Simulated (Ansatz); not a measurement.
Reaction (formal loss of a carbene): `C[SiH](C)P` → `[CH2]` (triplet) + `C[SiH2]P`

Calculated with Ansatz (gas phase, PBE0-D4/def2-TZVP geometries, no zero-point term in ΔE). CBS: MP2 limit from def2 TZ/QZ plus the TZ coupled-cluster correction, frozen cores. This one scheme is used for every species. Functionals use def2-TZVPP. B3LYP here is the variant with VWN-RPA as its local correlation; programs differ in this. Triplets are unrestricted, without spin–orbit coupling. One conformer a species, not always the lowest.

```csv
level,ΔE (eV),difference from CCSD(T)/CBS
r2SCAN-D4,4.76,-0.21
PBE0-D4,4.95,-0.02
B3LYP-D4,4.89,-0.08
r2SCANh-D4,4.74,-0.23
ωB97X-V,5.06,0.09
PBE,4.95,-0.02
B3LYP,4.76,-0.21
CAM-B3LYP,4.85,-0.12
HF/def2-QZVPP,3.38,-1.59
SCS-MP2/def2-QZVPP,5.06,0.09
CCSD(T)/CBS,4.97,0
```

Largest T1 diagnostic among the species: 0.012.

In def2-TZVPP, CCSD(T) changes the Hartree–Fock value by +1.47 eV (the triples alone add +0.12 eV) and MP2 by +1.63 eV. From BLYP to BHLYP (50 % exact exchange), in def2-TZVPP and without D4, ΔE moves by −0.05 eV. At CCSD(T), def2-SVP lies −0.31 eV from the extrapolated value and def2-TZVPP −0.13 eV.

CCSD(T)/CBS has its own doubt, a few kJ/mol and more with outer-core shells, so smaller differences from it don't rank the levels.
